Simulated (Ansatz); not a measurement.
Single points on the cluster InSn2⁺.

```yaml
crystal:
  periodic: [false, false, false]
  atoms:
    - {symbol: In, position_ang: [1.348754, -1.350724, 0.008061]}
    - {symbol: Sn, position_ang: [0.068025, 1.819288, -0.048859]}
    - {symbol: Sn, position_ang: [-1.416770, -0.468564, 0.040798]}
basis:
  gaussian: {orbitals: def2-TZVP}
total_charge: 1
magnetization: {spin_polarized: true, initial_magnetization: 2}
hamiltonian: {xc: pbe0, dispersion: d4}
scf: {omitted_lower_state_checks: [starts]}
output: {orbitals: {seedname: orbitals}}
```

The file start.molden holds the orbitals of an earlier run on this structure, at another level or in another basis.

```sh
$ ansatz run in.yaml --threads 4 --pin off --events-out ev --progress --plain --max-ram 3916MiB
```

It prints (some lines left out):

```
Functional definition: PBE0
1403 factors; their error is unknown
mean field evaluation 1: about -16828.9575 eV, gradient 2.0e1 eV
mean field evaluation 2: about -16825.6113 eV, gradient 3.2e1 eV
mean field evaluation 4: about -16831.2139 eV, gradient 2.5e0 eV
mean field evaluation 8: about -16831.2536 eV, gradient 9.2e-2 eV
mean field evaluation 16: about -16831.4747 eV, gradient 1.1e-2 eV
mean field evaluation 32: about -16831.4747 eV, gradient 3.2e-5 eV
mean field -16831.47473645 eV, -618.5452877812 hartree, gradient 8.1e-6 eV, S^2 2.038192; 0 other end points of the search recorded, 0 dependent functions left out
reference -16831.47476968 eV, -618.5452890024 hartree; 33, 31 occupied and 117, 119 virtual orbitals, 1403 factors
Total energy: -16831.60671016 eV, -618.5501377255 hartree
Checks for a lower state left out: starts
```

Hardware: 4 threads of Arm Neoverse N1 on a shared host. Wall time 21 s, peak host memory 0.81 GiB.

The first input with `gaussian: {orbitals: def2-TZVP, initial_orbitals: start.molden}`, `hamiltonian: {xc: pbe, dispersion: d4}` (abridged; 10 s):

```
Functional definition: PBE
mean field evaluation 16: about -16831.3769 eV, gradient 3.5e-6 eV
mean field -16831.37687212 eV, -618.5416913333 hartree, gradient 3.5e-6 eV, S^2 2.012473
Total energy: -16831.53104103 eV, -618.5473569362 hartree
Checks for a lower state left out: starts
```

The first input with `gaussian: {orbitals: def2-TZVP, initial_orbitals: start.molden}`, `hamiltonian: {xc: r2scan, dispersion: d4}` (abridged; 26 s):

```
Functional definition: r2SCAN
mean field evaluation 16: about -16837.3517 eV, gradient 1.8e-5 eV
mean field -16837.35167274 eV, -618.7612612062 hartree, gradient 3.8e-6 eV, S^2 2.212763
Total energy: -16837.37616547 eV, -618.7621612977 hartree
Checks for a lower state left out: starts
```

Geometry: PBE-D4/def2-SVP, that of the neutral doublet.

In the def2 sets In, Sn take a core potential; there is no spin–orbit coupling. At r2SCAN-D4/def2-TZVP the charge 1 triplet is spin-contaminated (final ⟨S²⟩ up to 2.21, 2.00 for a pure state). The structure comes from a short search, and lower isomers may exist.
